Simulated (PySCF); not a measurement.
Mapped SMILES: `[CH:1]#[C:2][C:3]#[C:4][C:5](=[CH2:6])[C:7]([F:8])([F:9])[F:10]` (H(Xn): hydrogen on atom n). Ha(C6) is cis to C4; Hb(C6) is trans to C4.

Geometry: GFN2-xTB; GIAO shifts from PySCF 2.14.0 with density-fitted response routines, gas phase, non-relativistic, averaged over equivalent atoms.

At BLYP/pcSseg-1 (185 basis functions, 34 s wall time on 1 thread of an Arm Neoverse V2, shared host):
| atoms | δ (ppm) |
| --- | --- |
| C7 | 138.3 |
| C6 | 134.7 |
| C5 | 129.8 |
| C3 | 87.1 |
| C1 | 78.6 |
| C4 | 71.8 |
| C2 | 71.6 |
| F8/F9/F10 | -94.3 |
| Hb(C6) | 6.43 |
| Ha(C6) | 6.12 |
| H(C1) | 1.91 |

δ = σ(ref) − σ, references computed at the same level: TMS for 13C (σ = 178.05 ppm) and 1H (σ = 31.80 ppm); 19F (σ = 138.47 ppm) against CFCl3.

What do these become at PBE0/IGLO-II?

## Answers


| atoms | δ at PBE0/IGLO-II | change |
| --- | --- | --- |
| C7 | 131.6 | -6.7 |
| C6 | 138.6 | +3.9 |
| C5 | 129.6 | -0.2 |
| C3 | 89.1 | +2.0 |
| C1 | 82.0 | +3.4 |
| C4 | 69.4 | -2.4 |
| C2 | 71.2 | -0.4 |
| F8/F9/F10 | -73.6 | +20.7 |
| Hb(C6) | 6.50 | +0.07 |
| Ha(C6) | 6.25 | +0.13 |
| H(C1) | 1.78 | -0.13 |

Referencing at the same level of theory: 13C (189.02 ppm), 1H (32.10 ppm) vs TMS; 19F (180.63 ppm) vs CFCl3.

The largest change is at F8/F9/F10 (fluorine of a CF3 group). Cost: 238 basis functions, 33 s wall time on 1 thread of an Arm Neoverse V2, shared host. The order of the carbon signals changes between the two levels.

Unscaled 19F shifts against computed CFCl3 carry errors that often reach 10 to 50 ppm.
